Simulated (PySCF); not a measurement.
**Dipole moment and polarisability of `C=C[C@@H]1CC[P@H]1=O`**

Compound: C5H9OP.
Cartesian coordinates in Å at the PBE0-D3(BJ)/def2-SVP level; atoms count from 1:
```xyz
16
C5H9OP angstrom
C      2.4597    0.5314   -0.6411
C      1.7401   -0.5518   -0.3446
C      0.4469   -0.5384    0.3959
C     -0.7702   -1.3282   -0.1522
C     -1.8801   -0.4186    0.4177
P     -0.6499    0.9454    0.4163
O     -0.5798    2.0827    1.3770
H      3.4096    0.4557   -1.1762
H      2.1346    1.5347   -0.3442
H      2.1086   -1.5407   -0.6480
H      0.5979   -0.8210    1.4550
H     -0.7718   -1.3108   -1.2536
H     -0.8199   -2.3796    0.1666
H     -2.8068   -0.3043   -0.1598
H     -2.1249   -0.6788    1.4592
H     -0.6324    1.3094   -0.9674
```

Level: wB97X-D/def2-SVPD (PySCF), static field, nuclei fixed, core orbitals frozen in the response. The polarisability tensor in these axes (au):

```
x   90.03  5.84 -7.38
y    5.84 87.42  2.67
z   -7.38  2.67 71.20
```

Task: Diagonalise the tensor; give its mean and Δα, where Δα² is half the sum of the squared differences of the eigenvalues.

Result: Principal values 67.61, 85.52 and 95.52 au; mean 82.88 au = 12.28 Å³ = 13.67 × 10⁻⁴⁰ C²·m²/J; Δα = 24.49 au (30 % of the mean).

Task: What is the dipole moment, and where does it point?

Result: (-0.21, -3.97, -2.25) D, 4.57 D in size, pointing from the negative to the positive side. Measured along this direction, the outermost atoms are O7 at the negative end and H13 at the positive end.

Task: What would n − 1 = 2πNα be for an ideal gas of these molecules at 273.15 K and 1 atm, electronic part alone?

Result: N = p/kT = 2.6868 × 10¹⁹ cm⁻³, so n − 1 = 2π × N × 12.28 × 10⁻²⁴ cm³ = 2073 × 10⁻⁶ at long wavelengths, for an ideal gas.

Task: Rayleigh depolarisation ratio (linearly polarised light, static tensor)?

Result: ρ = 3Δα²/(45ᾱ² + 4Δα²) = 1799.0/(309121 + 2398.7) ≈ 0.00578.

Task: Find the Langevin capture rate constant for H3O+ (19.018 u) meeting this molecule (116.039 u), k = 2.342 × 10⁻⁹ cm³/s × √(α in Å³ / reduced mass in u).

Result: The reduced mass is 16.34 u, so k = 2.03 × 10⁻⁹ cm³/s. The formula leaves out the permanent dipole, which adds to the capture rate.

Task: Traceless (Buckingham) quadrupole moment about the centre of nuclear charge: eigenvalues?

Result: -13.53, 4.48, 9.05 D·Å. The values depend on the origin, since the dipole doesn't vanish. The electronic extent ⟨r²⟩ about the same centre is 939 bohr², a root-mean-square distance of 2.06 Å for the 62 electrons.

The structure is a single PBE0-D3(BJ)/def2-SVP conformer in the gas phase; no vibrational or solvent corrections.
